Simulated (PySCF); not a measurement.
The same gas-phase reaction for F, Cl, Br, I:
- SnH₂ + F₂ → SnF₂ + H₂
- SnH₂ + Cl₂ → SnCl₂ + H₂
- SnH₂ + Br₂ → SnBr₂ + H₂
- SnH₂ + I₂ → SnI₂ + H₂

Energies from PySCF, thermal terms from the rigid-rotor harmonic-oscillator model, ideal gas at 1 bar. † marks an energy on the PBE0/def2-TZVP geometry and frequencies; other levels use their own. MP2 freezes the core. All species are closed-shell singlets. B3LYP is the form with VWN-RPA correlation. I, Sn: scalar-relativistic def2 core potential, no spin-orbit coupling. Br: all electrons, no relativistic terms. SnH₂: computed as isolated molecules; such fragments, hydroxides, amides, oligomers or adducts are transient or little studied in the gas. MP2 isn't extrapolated to the basis-set limit.

ΔH°(298 K) in kJ, by level:

```csv
level,F,Cl,Br,I
ωB97M-V/def2-TZVP†,-755.0,-440.8,-385.6,?
M06-2X/def2-TZVP†,-793.1,-465.4,-413.3,?
PBE/def2-SVP,-695.6,-445.7,-382.9,?
MP2/def2-TZVPP†,-792.9,-470.6,-416.1,?
B3LYP/def2-TZVP†,-756.5,-441.8,-386.1,-304.2
HF/def2-TZVP†,-770.7,-442.9,-385.2,?
```

Question: What belongs in the gaps?

Answer: 
- ωB97M-V/def2-TZVP†, I: -300.5
- M06-2X/def2-TZVP†, I: -329.7
- PBE/def2-SVP, I: -315.5
- MP2/def2-TZVPP†, I: -338.3
- HF/def2-TZVP†, I: -293.1
